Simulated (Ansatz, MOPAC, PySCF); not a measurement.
Isomers of C3H3F. Gas-phase values, no solvent. Strings in code marks are SMILES.

Quantity: vertical ionisation energy (energy after one electron is removed minus that of the parent at the parent's geometry), in eV. The restricted reference of `C=C=CF` is unstable towards unrestricted orbitals.

Level 1: frozen-core MP2/cc-pVTZ // PBE0-D3(BJ)/def2-TZVP (Ansatz, a program for electronic structure)
Level 2: PBE/6-31G* // PBE0-D3(BJ)/def2-TZVP (PySCF)
Level 3: minus the HOMO energy of B3LYP/6-31G* // PBE0-D3(BJ)/def2-TZVP (PySCF)
Level 4: minus the HOMO energy of PM3 // PBE0-D3(BJ)/def2-TZVP (MOPAC)

```tsv
species	level 1	level 2	level 3	level 4
`FC1=CC1`	10.16	9.47	6.77	10.23
`CC#CF`	10.65	9.81	7.00	10.85
`C=C=CF`	10.26	9.47	6.86	10.18
```
